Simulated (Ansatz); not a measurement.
Cartesian coordinates in Å:
```
B -0.8514 0.6722 1.3345
Si -0.6463 -0.2945 -0.4347
C 0.0324 -2.0436 -0.4732
C 0.7863 0.9662 -0.7720
S 1.0559 1.1762 1.0078
H -0.9539 0.1409 2.4057
H -1.4898 1.6848 1.1792
H -1.6919 -0.1753 -1.4944
H -0.7421 -2.7526 -0.1688
H 0.8692 -2.1550 0.2211
H 0.3723 -2.3260 -1.4727
H 0.3694 1.8898 -1.1749
H 1.7038 0.7035 -1.2967
H 1.1861 2.5136 1.1391
```

Charge 0, multiplicity 1. The bonds changed during the relaxation, so this is another structure than the one it started from.

**Question.** List the B3LYP/def2-TZVPP orbital energies in eV (Ansatz). (Estimate.)

**Answer.** Computed: Occupied: -2419.47, -1798.31, -277.60, -276.23, -217.41, -182.30, -161.98, -161.89, -161.78, -142.85, -98.21, -98.16, -98.12, -22.58, -18.98, -18.06, -14.84, -13.04, -12.27, -11.99, -11.03, -11.00, -10.21, -9.25, -8.85, -8.14, -7.83, -6.82. Lowest empty: -0.81, -0.24, 0.50, 1.19, 1.46, 2.07, 2.41, 2.47.

B3LYP here is the variant with VWN-RPA as its local correlation; programs differ in this.
